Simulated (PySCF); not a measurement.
**Bonding in `CN(C)[SiH2]N(C)C`**

Species: C₄H₁₄N₂Si.
Numbering: `[CH3:1][N:2]([CH3:3])[SiH2:4][N:5]([CH3:6])[CH3:7]` (hydrogens: H8, H9, H10 on C1; H11, H12, H13 on C3; H14, H15 on Si4; H16, H17, H18 on C6; H19, H20, H21 on C7)

Geometry (PBE0-D3(BJ)/def2-SVP, Å), atoms numbered from 1 in this order:
```
atom  x, y, z in Å
C1     1.776    0.354    0.943
N2     1.510   -0.032   -0.419
C3     2.609   -0.677   -1.086
Si4    0.083    0.524   -1.230
N5    -1.292    0.185   -0.232
C6    -2.411    1.075   -0.078
C7    -1.497   -1.135    0.306
H8     2.073   -0.519    1.556
H9     0.871    0.783    1.398
H10    2.589    1.103    1.023
H11    3.499   -0.022   -1.176
H12    2.317   -0.981   -2.102
H13    2.929   -1.587   -0.542
H14   -0.015    2.002   -1.474
H15    0.137   -0.176   -2.556
H16   -2.682    1.198    0.989
H17   -3.318    0.716   -0.604
H18   -2.168    2.072   -0.476
H19   -0.579   -1.733    0.201
H20   -2.320   -1.679   -0.199
H21   -1.744   -1.096    1.385
```

Bond orders from the PBE0/pcSseg-1 density (PySCF). Isolated species at its PBE0-D3(BJ)/def2-SVP geometry (one conformer only).

Problem. How far do the computed orders between heavy atoms stray from the drawn ones?

Solution. The largest departure is 0.046, at C1–N2 (drawn single, 0.954) and N5–C7 (drawn single, 0.954).

Problem. Set the Mayer orders of the bonds between heavy atoms beside their lengths.

Solution. 
```tsv
bond	drawn as	length (Å)	Mayer order
C1–N2	single	1.440	0.954
N2–C3	single	1.438	0.968
N2–Si4	single	1.733	0.958
Si4–N5	single	1.733	0.958
N5–C6	single	1.438	0.968
N5–C7	single	1.440	0.954
```

Problem. And the bonds to hydrogen?

Solution. C–H: 0.96 (12 bonds); H–Si: 0.90 (2 bonds).

Problem. Sum the orders of all bonds at each heavy atom with more than one neighbour and set the sums beside the valence in the SMILES.

Solution. C1 3.836 (drawn 4), N2 2.880 (drawn 3), C3 3.853 (drawn 4), Si4 3.712 (drawn 4), N5 2.880 (drawn 3), C6 3.853 (drawn 4), C7 3.836 (drawn 4). Orders between atoms that aren't bonded are not in these sums.

The Mayer order sums products of elements of PS (density times overlap matrix) between the two atoms' basis functions, so it depends on the basis set.
